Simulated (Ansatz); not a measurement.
Vertical singlet–triplet gap (eV) of eight silicon and germanium compounds: PBE beside ωB97X-V, computed with Ansatz (a first-principles code) for isolated molecules in the bases named; differences from unrounded values. The eight are the first of their class met in an unordered collection, after screening for sound electronic states; none was chosen by its value. Functionals give these values as differences of separate SCF runs (ΔSCF), EOM-CCSD as a root; each molecule has one DFT geometry for both levels.

```
molecule                                                            basis  ωB97X-V
--------------------------------------------------------------  ---------  -------
C4H7FSi, SMILES F[C@@H]1CC=C1[SiH3]                             def2-SVPD     4.13
CH₅F₃Si₂, SMILES C[Si@H](F)[SiH](F)F                            def2-SVPD     5.83
C₃H₇FOSi, SMILES O=CC[SiH2]CF                                   def2-SVPD     3.85
(silylamino)silyloxymethane (CH₉NOSi₂), SMILES [SiH3]N[SiH2]OC  def2-SVPD     6.68
C₃H₆OSi₂, SMILES O=C[Si@H]1C=C[SiH2]1                           def2-SVPD     2.60
C3H6F2Si, SMILES FC(F)=CC[SiH3]                                 def2-SVPD     4.58
C4H9NSi, SMILES C#C[Si@H](C)NC                                  def2-SVPD     6.00
C4H9NSi, SMILES C#CCC[SiH2]N                                    def2-SVPD     5.81
```

Q: Estimate the PBE values and say how PBE differs from ωB97X-V over the set. (An estimate is asked for; the answer gives what the named calculation found.)

A: 
```tsv
molecule	PBE	difference
C4H7FSi, SMILES F[C@@H]1CC=C1[SiH3]	4.02	-0.11
CH₅F₃Si₂, SMILES C[Si@H](F)[SiH](F)F	5.00	-0.83
C₃H₇FOSi, SMILES O=CC[SiH2]CF	3.68	-0.17
(silylamino)silyloxymethane (CH₉NOSi₂), SMILES [SiH3]N[SiH2]OC	5.69	-0.99
C₃H₆OSi₂, SMILES O=C[Si@H]1C=C[SiH2]1	2.36	-0.25
C3H6F2Si, SMILES FC(F)=CC[SiH3]	4.42	-0.16
C4H9NSi, SMILES C#C[Si@H](C)NC	4.87	-1.13
C4H9NSi, SMILES C#CCC[SiH2]N	5.37	-0.43
```
PBE lies below ωB97X-V in 8 and above it in 0 of the eight; the mean signed difference is -0.51 and the largest -1.13 eV.
